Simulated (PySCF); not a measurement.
TDDFT excited states: C5H7ClOSi

C5H7ClOSi.
InChI=1S/C5H7ClOSi/c1-2-3-5(7)8-4-6/h1H,3-4,8H2

Computed, not measured: PySCF, TDDFT B3LYP/def2-SVPD, vertical, gas phase, core orbitals frozen in the response. The structure is a single GFN2-xTB conformer in the gas phase; no vibrational or solvent corrections. Torsions of this conformer, `[CH:1]#[C:2][CH2:3][C:4](=[O:5])[SiH2:6][CH2:7][Cl:8]`: C2–C3–C4–O5 -140°, C3–C4–Si6–C7 163°, C4–Si6–C7–Cl8 180°.

**Question.** What does the calculation give for the low-lying excited states?

**Answer.** 

| state | E (eV) | E (hartree) | f | main configurations (H = HOMO, L = LUMO) |
| --- | --- | --- | --- | --- |
| S1 | 3.47 | 0.1274 | 0.0005 | H→L (97%) |
| S2 | 5.32 | 0.1955 | 0.0037 | H-1→L (86%), H-2→L (13%) |
| S3 | 5.34 | 0.1961 | 0.0076 | H-2→L (85%), H-1→L (13%) |
| S4 | 5.63 | 0.2070 | 0.011 | H-4→L (94%) |
| S5 | 5.78 | 0.2123 | 0.0019 | H-3→L (99%) |
| S6 | 5.82 | 0.2138 | 0.0018 | H→L+1 (95%) |
| S7 | 6.13 | 0.2251 | 0.035 | H→L+2 (88%) |
| S8 | 6.37 | 0.2342 | 0.022 | H→L+3 (86%) |

Triplets, Tamm–Dancoff:

```tsv
state	E (eV)	λ (nm)	main configurations (H = HOMO, L = LUMO)
T1	2.85	435.6	H→L (95%)
T2	5.13	241.5	H-1→L (47%), H-4→L (22%), H-2→L (9%)
T3	5.18	239.3	H-2→L (80%)
```

The lowest singlet comes at 358 nm (334 kJ/mol) in the ultraviolet; it is very weak; its leading configuration is HOMO→LUMO (97%). The strongest level in the table is S7 at 6.13 eV (202 nm, f = 0.035). Löwdin shares by element: HOMO oxygen 43%, carbon 26% or more, silicon 11% (atoms not listed hold the other 20%); LUMO carbon 45% or more, oxygen 32%, silicon 9%. Of the 8 states listed, 3 reach f = 0.01 and none stays under 0.0005. The listed states span 2.91 eV, and the widest gap between neighbours is 1.85 eV (S1 to S2). The oscillator strengths of these states sum to 0.083; summed over the whole spectrum of an exact calculation they would give the number of electrons, 76 (Thomas–Reiche–Kuhn). No computed singlet lies in the visible range (380 to 750 nm); the lowest, at 358 nm, stands 0.20 eV above its violet end (3.26 eV); a Tamm–Dancoff triplet lies at 436 nm, without intensity as long as spin–orbit coupling is left out. The window holds the lowest 8 singlets.
